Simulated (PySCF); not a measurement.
Cards and structures have been mixed up. Pair them.

Structures:
1. `O(C)C(=C)C(C)=O`
2. `CS[Si@@H]([SiH3])[SiH2]Cl`
3. `O=C(O)C1=CC=CC=C1F`
4. `OCC(Cl)(Cl)Cl`

Card P (geometry PBE0-D3(BJ)/def2-TZVP):
* Rotational constants A, B, C: 2.314, 1.222, 0.801 GHz
* Dipole moment (B97-2/pcSseg-2): 2.00 D
* Isotropic shieldings of nuclei other than C and H, by class (GIAO B97-2/pcSseg-2): -68 (1 O), 122 (1 O), 278 (1 F) ppm
* HOMO energy (B97-2/pcSseg-2): -7.35 eV
* 13C chemical shifts (computed TMS as zero) by class (GIAO B97-2/pcSseg-2): 173.8 (1 C), 171.5 (1 C), 143.5 (1 C), 142.7 (1 C), 129.1 (1 C), 122.9 (1 C), 122.5 (1 C) ppm

Card Q (geometry PBE0-D3(BJ)/def2-TZVP):
* Rotational constants A, B, C: 1.927, 1.595, 1.441 GHz
* HOMO energy (B97-2/pcSseg-2): -8.48 eV
* Isotropic shieldings of nuclei other than C and H, by class (GIAO B97-2/pcSseg-2): 284 (1 O), 537 (3 Cl) ppm
* 13C chemical shifts (computed TMS as zero) by class (GIAO B97-2/pcSseg-2): 126.3 (1 C), 82.2 (1 C) ppm
* Dipole moment (B97-2/pcSseg-2): 1.31 D

Card R (geometry PBE0-D3(BJ)/def2-SVP):
- Rotational constants A, B, C: 1.887, 0.660, 0.519 GHz
- Static isotropic polarisability (wB97X-D/def2-SVPD): 135.0 au
- 13C chemical shifts (computed TMS as zero) by class (GIAO PBE0/pcSseg-1): 16.7 (1 C) ppm
- Vertical ionisation energy (ΔSCF wB97X-D/def2-SVPD): 8.87 eV
- Point group: C1
- HOMO energy (wB97X-D/def2-SVPD): -8.75 eV
- Strongest line among the 10 lowest singlet transitions (TDDFT wB97X-D/def2-SVPD): S10 at 7.18 eV (173 nm, f = 0.146)

Card S (geometry PBE0-D3(BJ)/def2-SVP):
- Rotational constants A, B, C: 4.662, 2.041, 1.445 GHz
- Static isotropic polarisability (wB97X-D/def2-SVPD): 69.3 au
- Largest of the computed one-bond spin–spin couplings (means over like bonds) (B3LYP/pcJ-1, spin–dipole term left out): 13C–1H +180.2, 13C–1H +168.8, 13C–1H +149.0 (×3), 13C–1H +135.6 (×3), 13C–13C +87.4, 13C–13C +64.2, 13C–13C +46.5, 17O–13C +32.4 Hz
- Strongest line among the 10 lowest singlet transitions (TDDFT wB97X-D/def2-SVPD): S8 at 7.94 eV (156 nm, f = 0.155)
- Lowest singlet excitation (TDDFT wB97X-D/def2-SVPD): 4.03 eV (308 nm, f = 0.000)
- Dipole moment (wB97X-D/def2-SVPD): 3.64 D

Species are written as SMILES; each is one conformer at its optimised geometry, gas phase, non-relativistic unless stated. Electronic properties by PySCF. NMR classes are plain means over equivalent atoms (diastereotopic ones count apart unless rotation or inversion swaps them), as if these changed places fast.

Which card belongs to which structure?

P = 3, Q = 4, R = 2, S = 1. What ties each card to its structure:
- 1 (card S), C5H8O2, monoisotopic mass 100.1 u, 7 heavy atoms: an asymmetric top with C = 1.445 GHz, the highest such constant on the cards; polarisability 69.3 au for 54 electrons; dipole 3.64 D.
- 2 (card R), CH9ClSSi3, monoisotopic mass 171.9 u, 6 heavy atoms: 1 C in 1 class; point group C1; an asymmetric top with C = 0.519 GHz, the lowest such constant on the cards; polarisability 135.0 au for 90 electrons.
- 3 (card P), C7H5FO2, monoisotopic mass 140.0 u, 10 heavy atoms: 7 C in 7 classes; the least shielded carbon (173.8 ppm) is an aromatic C–F carbon; an asymmetric top with C = 0.801 GHz; dipole 2.00 D.
- 4 (card Q), C2H3Cl3O, monoisotopic mass 147.9 u, 6 heavy atoms: 2 C in 2 classes; the least shielded carbon (126.3 ppm) is a CCl3 carbon; an asymmetric top with C = 1.441 GHz; dipole 1.31 D. NMR values of atoms bound to several Cl lack the spin–orbit term that these neighbours bring.
